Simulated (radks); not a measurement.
Values are calculated unless marked as measured or tabulated.
Question: All-electron atom: Cd4+ in [Kr] 4d8. Level of theory: Dirac Kohn-Sham, BP86, spin-unpolarised, spherical densities, point nucleus; open shells are shared between the two j in proportion to 2j + 1 (a radial shooting solver on a logarithmic mesh with Libxc functionals).

Spin-orbit splittings of the eigenvalues, e(l+1/2) - e(l-1/2), with zeta = 2 splitting/(2l+1) and mean radii in bohr:

shell  occ.  splitting (eV)  zeta (eV)  <r> j=l-1/2  <r> j=l+1/2
2p        6           192.6      128.4       0.1112       0.1164
3p        6           34.40      22.93       0.3493       0.3603
3d       10           6.992      2.797       0.3325       0.3360
4p        6           6.031      4.021       0.9240       0.9523
4d        8          0.8326     0.3331        1.144        1.156
5p        0               ?          ?        2.380        2.439

Estimate the 5p splitting.

Answer: 0.9244 eV (zeta = 0.6163 eV).
